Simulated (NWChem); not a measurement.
Species: CH₃FMg; SMILES [F][Mg][CH3]

Computed with NWChem. Structure relaxed at the PBE0/def2-SVP level.

Question: What does the run give for B3LYP/STO-3G? Quantities: highest occupied level (eV); orbital gap (eV); dipole (D).

Answer: 
| Item | Value |
|---|---|
| highest occupied level (eV) | -2.32 |
| orbital gap (eV) | 8.54 |
| dipole (D) | 0.35 |
